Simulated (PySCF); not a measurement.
Species: C2H6SSi.
Structure used (PBE0-D3(BJ)/def2-SVP), in Å, numbered top down from 1:
```
atom  x, y, z in Å
C1     1.5256   -0.5536   -0.0980
C2     1.2293    0.7114   -0.4076
S3    -0.3277    1.5341   -0.3913
Si4   -1.6864    0.0083    0.2781
H5     2.5596   -0.8998   -0.1649
H6     0.7806   -1.2857    0.2257
H7     2.0213    1.3979   -0.7265
H8    -1.7177   -1.1501   -0.6633
H9    -1.3258   -0.4829    1.6410
H10   -3.0072    0.6961    0.3012
```

Method: PBE0-D3(BJ)/def2-SVP geometry optimisation, gas phase (PySCF 2.14.0).

Masses are those of the commonest isotopes; rigid-rotor values at the optimised geometry. The values belong to one conformer with, in the numbering `[CH2:1]=[CH:2][S:3][SiH3:4]`, C1–C2–S3–Si4 1°.

Q: Give the principal moments of inertia and the rotational constants in MHz.

A: Ia = 72.29, Ib = 154.06, Ic = 220.40 u·Å²; 505379 MHz·u·Å²/I gives A = 6991, B = 3280, C = 2293 MHz.

Q: What kind of rotor is it?

A: An asymmetric top: κ = (2 × 3280 − 6991 − 2293)/(6991 − 2293) = -0.58.

Q: Is it planar, by Δ = Ic − Ia − Ib?

A: Not planar: Δ = Ic − Ia − Ib = -5.96 u·Å². For a rigid frame Δ = −2 Σ m c², so Σ m c² = 2.98 u·Å² lies off the ab plane, practically all of it from hydrogen. The atom farthest from that plane is 1.22 Å away.

Q: Give the other two planar moments, Paa and Pbb, and the rms extents of the mass along the axes.

A: Paa = Σ m a² = (Ib + Ic − Ia)/2 = 151.08 and Pbb = Σ m b² = (Ia + Ic − Ib)/2 = 69.31 u·Å². With the mass M = 90.00 u, the rms extents √(P/M) along a, b and c are 1.30, 0.88, 0.18 Å.

Q: Which lines would a microwave search look for?

A: The dipole components are |μa| = 0.17 D, |μb| = 1.01 D, |μc| = 0.00 D; the mirror of this Cs structure is the ab plane, so μc vanishes by symmetry (the 0.01 D computed is a residue) and there are no c-type lines. The squared components, which scale the intensities, stand as 0.03 : 1.00 (a : b). Some lines, for components of 0.1 D or more:

| type | branch | J(Ka,Kc) | MHz | lower level (cm⁻¹) |
| --- | --- | --- | --- | --- |
| a | Q | 4(2,2) ← 4(2,3) | 2304 | 2.416 |
| b | Q | 2(1,1) ← 2(0,2) | 5857 | 0.552 |
| a | Q | 3(1,2) ← 3(1,3) | 5905 | 1.154 |
| b | R | 3(1,2) ← 2(2,1) | 6952 | 1.119 |
| b | R | 2(0,2) ← 1(1,1) | 7264 | 0.310 |
| a | Q | 4(1,3) ← 4(1,4) | 9742 | 1.822 |
| b | Q | 4(1,3) ← 4(0,4) | 10921 | 1.782 |
| a | R | 2(1,1) ← 1(1,0) | 12134 | 0.343 |
| b | R | 3(0,3) ← 2(1,2) | 13169 | 0.649 |
| a | R | 3(1,3) ← 2(1,2) | 15140 | 0.649 |
| b | Q | 3(2,2) ← 3(1,3) | 15674 | 1.154 |
| a | R | 3(2,2) ← 2(2,1) | 16720 | 1.119 |
| a | R | 3(1,2) ← 2(1,1) | 18083 | 0.747 |
| b | R | 4(0,4) ← 3(1,3) | 18846 | 1.154 |
| a | R | 4(1,4) ← 3(1,3) | 20025 | 1.154 |
| b | Q | 3(3,0) ← 3(2,1) | 20310 | 1.704 |
| b | Q | 4(3,2) ← 4(2,3) | 21549 | 2.416 |
| b | R | 4(1,4) ← 3(0,3) | 21996 | 1.088 |
| a | R | 4(2,3) ← 3(2,2) | 22159 | 1.676 |
| a | R | 4(3,1) ← 3(3,0) | 22701 | 2.382 |
| a | R | 4(2,2) ← 3(2,1) | 23634 | 1.704 |
| b | R | 2(2,0) ← 1(1,1) | 24425 | 0.310 |
| b | R | 3(2,2) ← 2(1,1) | 27851 | 0.747 |
| b | R | 3(3,1) ← 2(2,0) | 37668 | 1.124 |
| b | R | 4(2,2) ← 3(1,3) | 40137 | 1.154 |
| b | R | 4(4,0) ← 3(3,1) | 51759 | 2.381 |

No PBE0-D3(BJ)/def2-SVP frequencies stand behind this structure, so it isn't proved a minimum. These are rigid-rotor constants of the computed structure; measured ground-state constants (B0) also hold zero-point vibration. A rigid rotor knows nothing of internal rotation, which can split or shift real lines.

Time: 18 s; peak memory 0.38 GiB. Hardware: an Arm Neoverse V2 with one thread, shared host. This is the geometry optimisation.
